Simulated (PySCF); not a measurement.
Problem. What does the PBE0-D3(BJ)/def2-SVP structure of `Clc1n(C)nc(C(F)(F)F)c1` look like in three dimensions?

Solution. 
Z-matrix in Å and degrees, rows numbered from 1:
```
C 
N   1  1.4419
N   2  1.3268  1  120.93
C   3  1.3247  2  105.36  1   179.48
C   4  1.4969  3  120.31  2   178.89
F   5  1.3318  4  112.07  3    52.44
F   5  1.3347  4  111.89  3   -68.21
F   5  1.3368  4  110.06  3   172.49
C   4  1.4081  3  112.39  2     0.06
C   2  1.3580  1  127.38  3   179.39
Cl 10  1.7030  2  121.38  1     0.25
H   1  1.0950  2  106.90  3     2.33
H   1  1.0995  2  110.73  3  -117.20
H   1  1.0992  2  110.58  3   121.84
H   9  1.0854  4  129.20  3  -179.87
```

Of the pairs four or more bonds apart, F8···H15 is among the closest relative to their van der Waals radii: 2.73 Å, 102 % of the sum of Bondi's values. N2 (pyrrole-type nitrogen) is planar (angles 127.4°, 120.9° and 111.7°, sum 360.0°, 0.00 Å off the plane of its three neighbours). N3 (pyridine-type nitrogen) is bent (angle 105.4°). The C–C distances run from 1.381 Å (C9–C10, aromatic) to 1.497 Å (C4–C5, drawn single), a spread of 0.116 Å.

Level of theory: PySCF, PBE0-D3(BJ)/def2-SVP geometry optimisation, gas phase.

Point group: near Cs, missed by 0.33 Å at most; the miss may be what the optimiser left on a soft mode. No frequency check.
